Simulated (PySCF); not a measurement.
## Correlation energy of Si (silicon, neutral)

[Ne] 3s2 3p2, high-spin 3P determinant. All numbers are calculated (PySCF 2.14, the non-relativistic Hamiltonian (point nucleus), in cc-pV(D+d)Z (4s3p2d, 23 functions)). Frozen: [Ne]; 4 electrons correlated.

MP2 pair energies summed by pair of shells (mhartree):

```
 pair  energy  share (%)
3s-3p  -26.75       58.8
3s-3s  -14.13       31.1
3p-3p   -4.60       10.1
```

Total MP2 correlation energy: -45.48 mhartree.

Same-spin part -7.70 and opposite-spin part -37.79 mhartree; SCS-MP2 scales them by 1/3 and 6/5 to -47.91 mhartree.

```json
{"level": "CCSD", "correlation energy (mhartree)": "-65.13"}
{"level": "(T)", "correlation energy (mhartree)": "-1.07"}
{"level": "CCSD(T)", "correlation energy (mhartree)": "-66.20"}
```

Diagnostics: T1 = 0.010, D1 = 0.0265, largest double amplitude 0.107.

**Question.** Is a single reference adequate?

**Answer.** Mostly. T1 lies below 0.03, but a double amplitude of this size points to a near-degeneracy that CCSD handles and MP2 describes poorly.
